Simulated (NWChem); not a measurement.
Molecule: CH₄Be; SMILES [BeH][CH3]

Results from NWChem. All runs use the structure optimised with PBE-D3(BJ)/def2-SVP. Core excitations by TDA in a window of 1s orbitals, non-relativistic and unshifted: absolute energies depend strongly on the exact-exchange share.

For level C K edge, PBE0/def2-TZVP:

```yaml
first 1s excitation (eV): 275.5
first state with f > 0.002 (eV): 278.2
dipole_oscillator_strength_of_that_state: 0.0274
```

Task: How do the values read with level C K edge, BHandHLYP/def2-TZVP instead?

Result: first 1s excitation (eV): 284.2
first state with f > 0.002 (eV): 285.9
dipole oscillator strength of that state: 0.0439
